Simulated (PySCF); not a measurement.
Species: SbEt3, C6H15Sb.
Geometry (PBE0-D3(BJ)/def2-SVP, Å), atoms numbered from 1 in this order:
```xyz
22
C6H15Sb angstrom
Sb    -0.0122   -0.0053    1.0298
C      1.8188    0.2513   -0.1341
C      2.8720   -0.8074    0.1488
H      2.2025    1.2586    0.0962
H      1.5242    0.2538   -1.1965
H      3.7861   -0.6402   -0.4451
H      3.1696   -0.8143    1.2097
H      2.5112   -1.8198   -0.0947
C     -1.1343    1.4701   -0.1270
C     -0.7614    2.9067    0.1999
H     -2.2024    1.2846    0.0717
H     -0.9585    1.2396   -1.1907
H     -1.3581    3.6255   -0.3864
H     -0.9255    3.1397    1.2644
H      0.2983    3.1147   -0.0189
C     -0.7117   -1.7006   -0.1577
C     -2.1303   -2.1304    0.1774
H      0.0008   -2.5235    0.0149
H     -0.6181   -1.4098   -1.2169
H     -2.4461   -2.9977   -0.4261
H     -2.2311   -2.4163    1.2368
H     -2.8577   -1.3244   -0.0124
```

Computed with PBE0-D3(BJ)/def2-SVP geometry optimisation, gas phase, def2 core potentials past Kr (PySCF).

Question: Which atoms are bound to Sb1, and at what distances?

Answer: 3 atoms: C16 2.185 Å, C2 2.185 Å, C9 2.185 Å. The nearest atom not counted as bound is H18, at 2.71 Å (others tie with it).

Question: List the angles at Sb1.

Answer: 
```json
{"angle": "C9–Sb1–C16", "degrees": "94.1", "distance of the outer atoms (Å)": "3.20"}
{"angle": "C2–Sb1–C16", "degrees": "94.0", "distance of the outer atoms (Å)": "3.20"}
{"angle": "C2–Sb1–C9", "degrees": "94.0", "distance of the outer atoms (Å)": "3.19"}
```

Question: What is the shape at Sb1?

Answer: Pyramidal: angles 94.1°, 94.0° and 94.0°, sum 282.1°, 1.17 Å off the plane of its three neighbours.

Question: What are the other bond lengths?

Answer: C2–C3, C9–C10, C16–C17 1.520 Å; C2–H4 and 5 like bonds 1.102 Å; C3–H6 and 8 like bonds 1.102 Å.

Question: Give some angles away from the centre.

Answer: Sb1–C2–C3 113.6°.

Point group: near C3, missed by 0.09 Å at most; the miss may be what the optimiser left on a soft mode. Charge 0, singlet. No PBE0-D3(BJ)/def2-SVP frequencies stand behind this structure, so it isn't proved a minimum.

One conformer stands for the species.
